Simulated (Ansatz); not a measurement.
One change: `[OH][GeH2][SiH2][SiH3]` becomes `[OH][GeH2][SiH3]`.

Ansatz, PBE0-D4/def2-TZVP geometries, multiplicity 1. Each molecule was computed in one conformer, which needn't be the lowest.

Scalar relativity is left out up to krypton.

| property | `[OH][GeH2][SiH2][SiH3]` |
| --- | --- |
| size of the dipole moment (B3LYP/def2-TZVPP) / D | 1.54 |
| LUMO energy (ωB97M-V/def2-TZVPP) / eV | 1.08 |
| HOMO energy (ωB97M-V/def2-TZVPP) / eV | -9.73 |
| ideal-gas entropy at 298 K and 1 bar (rigid rotor, harmonic PBE0-D4/def2-TZVP) / J/(mol·K) | 401 |
| HOMO–LUMO gap (ωB97M-V/def2-TZVPP) / eV | 10.81 |
| HOMO–LUMO gap (PBE/def2-TZVPP) / eV | 5.01 |

(1) What does the change do to each property? (Estimate.)

Answers

(1) Ansatz gave: 
```tsv
property	`[OH][GeH2][SiH3]`	shift
size of the dipole moment (B3LYP/def2-TZVPP) / D	1.47	-0.07
LUMO energy (ωB97M-V/def2-TZVPP) / eV	1.36	0.28
HOMO energy (ωB97M-V/def2-TZVPP) / eV	-9.90	-0.17
ideal-gas entropy at 298 K and 1 bar (rigid rotor, harmonic PBE0-D4/def2-TZVP) / J/(mol·K)	336	-65
HOMO–LUMO gap (ωB97M-V/def2-TZVPP) / eV	11.26	0.45
HOMO–LUMO gap (PBE/def2-TZVPP) / eV	5.23	0.22
```

With PBE0 the HOMO falls by 0.10 eV and the LUMO rises by 0.24 eV, so the gap widens by about 0.34 eV. PBE moves the HOMO by -0.03 eV and ωB97M-V by -0.17 eV. The zero-point energy changes by -45.2 kJ/mol with -9 modes. Dipoles are sizes alone; their direction can turn. Modes under 60 cm⁻¹, often nearly free rotors, make the harmonic entropy too high.

B3LYP here is the variant with VWN-RPA as its local correlation; programs differ in this.
